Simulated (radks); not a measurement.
The numbers below are computed, except where a source is named.
The zinc ion Zn4+, 26 electrons, occupied as [Ar] 3d8.

Code: a radial shooting solver on a logarithmic mesh with Libxc functionals. Model: Dirac Kohn-Sham, LDA (Slater exchange, Perdew-Wang correlation), spin-unpolarised, spherical densities, finite nucleus; open shells fill j = l - 1/2 first; Fermi nuclear charge, rms radius 3.9283 fm.

Energy parts (eV):
total: -48668.612
kinetic: 49558.857
electron-nucleus: -115780.203
Hartree: 19371.042
exchange-correlation: -1818.308

Orbitals (lengths in bohr, moments of r in powers of bohr; r(max) is where P^2 peaks):
| orbital | occ. | eigenvalue (eV) | r(max) |
|---|---|---|---|
| 1s1/2 | 2 | -9572.059 | 0.03296 |
| 2s1/2 | 2 | -1223.955 | 0.1897 |
| 2p1/2 | 2 | -1087.197 | 0.1502 |
| 2p3/2 | 4 | -1063.384 | 0.1530 |
| 3s1/2 | 2 | -194.1176 | 0.5862 |
| 3p1/2 | 2 | -150.4936 | 0.5827 |
| 3p3/2 | 4 | -147.2919 | 0.5907 |
| 3d3/2 | 4 | -73.9013 | 0.5459 |
| 3d5/2 | 4 | -73.4701 | 0.5485 |

The highest occupied level is 3d5/2 at -73.470 eV. The electron density at the nucleus is 2.494e+04 e/bohr^3. The density falls to 0.001 e/bohr^3 at r = 2.40 bohr.
